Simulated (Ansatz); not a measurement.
`C[Se][SiH2]S`, relaxed with RKS PBE0-D4/def2-TZVP in Ansatz 0.2.0 from a PBE-D4/def2-SVP geometry. The force threshold is 0.005 eV/Å; the program also tests the step.

Total charge 0; spin multiplicity 1.

Start:

```xyz
10

C    -0.321    0.085    1.762
Se    1.109   -0.863    0.779
Si    0.179   -0.649   -1.300
S    -0.280    1.407   -1.810
H    -0.569    1.025    1.234
H     0.084    0.312    2.765
H    -1.217   -0.556    1.854
H    -1.159   -1.322   -1.426
H     1.174   -1.282   -2.232
H     0.999    1.842   -1.625
```

How much energy does the relaxation release, and in how many steps? (Best estimate.)

The calculation gave: 4.30 kJ/mol, in 9 steps.

Which bonds change most? (Best estimate.)

Computed: Si3–S4 from 2.168 to 2.138 Å; Se2–Si3 from 2.287 to 2.261 Å; C1–Se2 from 1.978 to 1.957 Å; Si3–H9 from 1.503 to 1.483 Å.

Give the relaxed structure. (An estimate is asked.)

Ansatz gave: 
```xyz
10

C    -0.323    0.080    1.760
Se    1.114   -0.805    0.769
Si    0.181   -0.629   -1.283
S    -0.272    1.384   -1.841
H    -0.538    1.047    1.308
H     0.044    0.220    2.776
H    -1.212   -0.546    1.771
H    -1.141   -1.300   -1.362
H     1.154   -1.268   -2.203
H     0.992    1.818   -1.697
```
